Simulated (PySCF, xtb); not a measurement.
MgCl, SMILES [Mg+][Cl], charge +1.

Harmonic wavenumbers (cm⁻¹) from xtb with GFN2-xTB at its own minimum, in rising order: 497.

What does PBE-D3(BJ)/def2-TZVPD in PySCF 2.14.0 give at its own minimum? (An estimate is asked for; the answer gives what the named calculation found.)

532. Paired by order, the mean absolute difference is 35 cm⁻¹ and the zero-point energies are 0.7 and 0.8 kcal/mol.
